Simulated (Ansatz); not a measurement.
C₄H₁₀Sb (SMILES C[CH2][Sb][CH2]C), doublet, at a GFN2-xTB geometry (the spin is typed, not shown lowest) (all electrons, no relativity); Ansatz (a first-principles code) with PBE0/STO-3G.

Here is a job for Ansatz.
Ansatz 0.2 input:
```yaml
crystal:
  periodic: [false, false, false]
  atoms:
    - {symbol: Sb, position_ang: [0.69795184, 0.22099115, 0.17324358]}
    - {symbol: C, position_ang: [-0.97707771, -0.60323738, 1.35141399]}
    - {symbol: C, position_ang: [-1.09839577, -2.10555151, 1.20328085]}
    - {symbol: H, position_ang: [-1.88914187, -0.11172102, 1.01763682]}
    - {symbol: H, position_ang: [-0.81080658, -0.33758433, 2.39354113]}
    - {symbol: H, position_ang: [-0.19955431, -2.60306815, 1.56347303]}
    - {symbol: H, position_ang: [-1.24709769, -2.38339216, 0.16131483]}
    - {symbol: H, position_ang: [-1.94675887, -2.48108930, 1.77591681]}
    - {symbol: C, position_ang: [-0.45619637, 0.14942256, -1.70717713]}
    - {symbol: C, position_ang: [-1.42581751, 1.30631470, -1.82983375]}
    - {symbol: H, position_ang: [-0.98885328, -0.79953306, -1.73200443]}
    - {symbol: H, position_ang: [0.25381004, 0.16122358, -2.53179720]}
    - {symbol: H, position_ang: [-0.89468298, 2.25660190, -1.83508144]}
    - {symbol: H, position_ang: [-2.12972381, 1.31419564, -0.99949967]}
    - {symbol: H, position_ang: [-1.99781017, 1.23212797, -2.75502631]}
basis:
  gaussian:
    orbitals: STO-3G
hamiltonian:
  xc: pbe0
magnetization: {spin_polarized: true, initial_magnetization: 1}
```

It wrote (shortened):

```
Functional definition: PBE0
701 factors; integrals over basis functions are off by at most 3.9e-5 eV
mean field evaluation 1: about -174412.3157 eV, gradient 3.0e0 eV
mean field evaluation 2: about -174412.4079 eV, gradient 6.8e-1 eV
mean field evaluation 4: about -174412.4119 eV, gradient 1.1e-1 eV
mean field evaluation 8: about -174412.3457 eV, gradient 2.6e-3 eV
mean field -174412.34569388 eV, -6409.5354833162 hartree, gradient 3.0e-5 eV, S^2 0.753006; 0 other end points of the search recorded, 0 dependent functions left out
reference -174412.34571563 eV, -6409.5354841155 hartree; 43, 42 occupied and 14, 15 virtual orbitals, 701 factors
Total energy: -174412.34571563 eV, -6409.5354841155 hartree
```
